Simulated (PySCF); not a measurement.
## Electron correlation in Al⁺ (aluminium, charge +1)

[Ne] 3s1 3d1, high-spin 3D determinant (an excited configuration). All numbers are calculated (PySCF 2.14, scalar relativity by spin-free X2C-1e, in aug-cc-pVTZ-DK (6s5p3d2f, 50 functions)). Frozen: [Ne]; 2 electrons correlated.

Total MP2 correlation energy: -4.42 mhartree.

Same-spin part -4.42 and opposite-spin part 0.00 mhartree; SCS-MP2 scales them by 1/3 and 6/5 to -1.47 mhartree.
